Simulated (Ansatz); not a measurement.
Start from `CN[Si](Cl)(Cl)Cl` and change one atom or group to get `CC(C)N[Si](Cl)(Cl)Cl`.

Ansatz, PBE0-D4/def2-TZVP geometries, multiplicity 1. Each molecule was computed in one conformer, which needn't be the lowest.

```csv
property,`CN[Si](Cl)(Cl)Cl`
HOMO energy (ωB97M-V/def2-TZVPP) / eV,-9.96
LUMO energy (PBE/def2-TZVPP) / eV,-0.72
size of the dipole moment (PBE/def2-TZVPP) / D,2.54
HOMO–LUMO gap (ωB97M-V/def2-TZVPP) / eV,12.09
"ideal-gas entropy at 298 K and 1 bar (rigid rotor, harmonic PBE0-D4/def2-TZVP) / J/(mol·K)",396
LUMO energy (ωB97M-V/def2-TZVPP) / eV,2.13
```

Question: Give the same properties after the change, and the shifts. (Estimate.)

Answer: The calculation gave: 
```csv
property,`CC(C)N[Si](Cl)(Cl)Cl`,shift
HOMO energy (ωB97M-V/def2-TZVPP) / eV,-9.85,0.11
LUMO energy (PBE/def2-TZVPP) / eV,-0.70,0.02
size of the dipole moment (PBE/def2-TZVPP) / D,2.70,0.16
HOMO–LUMO gap (ωB97M-V/def2-TZVPP) / eV,11.95,-0.14
"ideal-gas entropy at 298 K and 1 bar (rigid rotor, harmonic PBE0-D4/def2-TZVP) / J/(mol·K)",460,64
LUMO energy (ωB97M-V/def2-TZVPP) / eV,2.10,-0.03
```

The zero-point energy changes by 147.5 kJ/mol with +18 modes. Dipoles are sizes alone; their direction can turn. Modes under 60 cm⁻¹, often nearly free rotors, make the harmonic entropy too high.
